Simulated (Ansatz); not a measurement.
Consider the ligand exchange at the Si–C bond: `[CH3][Al]1[O][CH]1[SiH3]` + `[NH2][GaH][SiH3]` → `[SiH3][NH][GaH][SiH3]` + `[CH3][Al]1[CH2][O]1`.

Program: Ansatz. Geometries: PBE0-D4/def2-TZVP. ΔE: electronic, gas phase. CBS: MP2 limit from def2 TZ/QZ plus the TZ coupled-cluster correction, frozen cores. Functionals use def2-TZVPP. B3LYP here is the variant with VWN-RPA as its local correlation; programs differ in this. For Ga outer-core shells are correlated without core-valence functions, which leaves a few kJ/mol of doubt a bond. Scalar relativity is left out up to krypton. Each species was taken in one conformer, which may not be the lowest.

```tsv
level	ΔE (kJ/mol)
PBE0-D4	-44.2
B3LYP-D4	-49.2
```

What does CCSD(T)/CBS give? (An estimate is asked.)

Computed: -48.5 kJ/mol. The listed levels differ from it by 4.3, -0.7 kJ/mol.

Largest T1 diagnostic among the species: 0.015.

From PBE to PBE0 (25 % exact exchange), in def2-TZVPP and without D4, ΔE moves by −4.4 kJ/mol. In def2-TZVPP, CCSD(T) changes the Hartree–Fock value by +10.3 kJ/mol (the triples alone add +1.9 kJ/mol) and MP2 by +9.1 kJ/mol.

CCSD(T)/CBS has its own doubt, a few kJ/mol and more with outer-core shells, so smaller differences from it don't rank the levels.
